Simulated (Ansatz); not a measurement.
CH2O, SMILES `[CH]O` (lower singlet; H–C–O–H torsion 0°) (charge 0, multiplicity 1). This singlet lies 0.96 eV below the relaxed triplet at the level composite: frozen-core CCSD(T) with HF/cc-pVQZ and the correlation energy extrapolated as X^-3 from cc-pVTZ and cc-pVQZ, plus CCSDT(Q) minus CCSD(T) in cc-pVDZ // PBE0-D3(BJ)/def2-TZVP (Ansatz, a program for electronic structure).

Z-matrix (Å, degrees):
```
O
H 1 0.9746
C 1 1.2987 2 115.85
H 3 1.1224 1 107.31 2 0.00
```
Charge 0, spin multiplicity 1.

Frozen-core energies in cc-pVDZ from Ansatz at a geometry from PBE0-D3(BJ)/def2-TZVP; the HF reference has <S^2> = 0.00 (restricted, and unstable towards unrestricted orbitals) and the T1 diagnostic is 0.019.

```tsv
level	energy (Ha)	difference from CCSDTQ (mHa)
HF	-113.79201	337.13
MP2	-114.09527	33.88
CCSD	-114.11867	10.48
CCSD(T)	-114.12771	1.43
CCSDT	-114.12838	0.76
CCSDT(Q)	-114.12923	-0.08
CCSDTQ	-114.12915	0.00
```
